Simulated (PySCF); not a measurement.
**Converging SnB in the basis (CCSD(T))**

PySCF, UHF reference; quartet, unpaired electrons σ ↑, π ↑↑; De to Sn + B without counterpoise correction. Frozen cores follow the default of each basis and core potential.

```csv
basis,relativity,functions,Re (Å),ωe (cm⁻¹),De (eV),frozen orbitals
cc-pVDZ-PP/cc-pVDZ,scalar-relativistic core potentials,37,2.222,527,2.24,5
def2-SVP,scalar-relativistic core potentials,40,2.206,545,2.33,5
x2c-SVPall,spin-free X2C,50,2.202,548,2.36,19
aug-cc-pVDZ-PP/aug-cc-pVDZ,scalar-relativistic core potentials,55,2.224,523,2.29,5
x2c-TZVPPall,spin-free X2C,91,2.188,550,2.49,19
```

How does each smaller set differ from the one with most functions, x2c-TZVPPall?

cc-pVDZ-PP/cc-pVDZ: +3.4 pm, -4.2 % in ωe, -0.25 eV in De; def2-SVP: +1.8 pm, -0.9 % in ωe, -0.16 eV in De; x2c-SVPall: +1.4 pm, -0.4 % in ωe, -0.13 eV in De; aug-cc-pVDZ-PP/aug-cc-pVDZ: +3.6 pm, -4.9 % in ωe, -0.20 eV in De. All at CCSD(T); the set with most functions is neither the basis-set limit nor always the best. The rows treat relativity differently, so the differences are not basis effects alone.

Correlated steps freeze the inner cores (5 to 19 orbitals); shallow outer-core shells are correlated. Correlated levels converge slowly with the basis: in double zeta they bind strong bonds too weakly, by up to about 1 eV, and carry superposition errors of some tenths. Spin–orbit coupling is left out, which matters for elements this heavy, above all for dissociation energies. The state was picked by a PBE0 search and need not be the measured ground state.
